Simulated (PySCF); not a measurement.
An element was calculated at UHF (PySCF 2.14, non-relativistic, a quadruple-zeta basis, no spin-orbit coupling), in the ground configurations that NIST lists.

- electron affinity: -1.747 eV
- first ionisation energy: 7.850 eV
- second ionisation energy: 14.329 eV
- third ionisation energy: 31.450 eV
- polarisability of the atom: 73.8 bohr³

Problem. Which element is it?

Solution. Cobalt (Co, Z = 27), in aug-cc-pVQZ. NIST lists 7.881, 17.084, 33.5 ± 0.06 eV for these ionisation energies.
